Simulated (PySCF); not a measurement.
Si(H)2(OAc)(OH) (C2H6O3Si), SMILES CC(=O)O[SiH2]O. Atoms are numbered in the order given.

```xyz
12

Si    -1.3515    -0.0331     0.0338
O     -2.2509     1.3476     0.1870
O      0.2904     0.4754     0.0023
C      1.2495    -0.4687    -0.0464
C      2.6386     0.1098    -0.0704
O      0.9802    -1.6476    -0.0647
H     -1.6174    -0.8341     1.2436
H     -1.6292    -0.7347    -1.2440
H     -2.2436     1.9774    -0.5430
H      3.3800    -0.6965    -0.1120
H      2.7481     0.7741    -0.9415
H      2.7963     0.7269     0.8275
```
Charge 0, spin multiplicity 1.

Geometry optimised at B3LYP-D3(BJ)/def2-SVP. One conformer was computed; it need not be the lowest.

Level of theory: PySCF with B3LYP/pcSseg-1.

GIAO shieldings, no solvent; atoms listed in one row are averaged. δ = σ(ref) − σ: ²⁹Si against TMS (σ = 338.7 ppm); ¹⁷O against H2O (σ = 333.8 ppm); ¹³C against TMS (σ = 181.3 ppm); ¹H against TMS (σ = 31.68 ppm), references at their B3LYP-D3(BJ)/def2-TZVP geometries, non-relativistic.

```
nucleus          atoms  count  δ (ppm)
-------  -------------  -----  -------
²⁹Si               Si1      1    -26.8
¹⁷O                 O6      1    487.0
¹⁷O                 O3      1    238.1
¹⁷O                 O2      1     42.3
¹³C                 C4      1    181.0
¹³C                 C5      1     25.6
¹H                  H8      1     5.45
¹H                  H7      1     5.20
¹H       H10, H11, H12      3     2.33
¹H                  H9      1     2.00
```
